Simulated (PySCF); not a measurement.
Computed IR spectrum (relative IR intensity) of a molecule C4H4BrCl. Geometry: PBE-D3(BJ)/def2-SVP. The values are those of a single conformer. Method: PBE-D3(BJ)/def2-SVP (PySCF 2.14.0). Frequencies are harmonic and unscaled.

```tsv
ν (cm⁻¹)	relative intensity
221	7.2
311	5.9
438	11
524	9.9
887	100
896	72
1073	19
1113	29
1159	10
1223	100
1637	80
2988	35
2992	43
3057	26
```

Identify the compound among the candidates.
A) ClC1=C(Br)CC1
B) ClCC=C=CBr
C) CC(Br)=C=CCl
D) C#CC[C@@H](Cl)Br

A, ClC1=C(Br)CC1
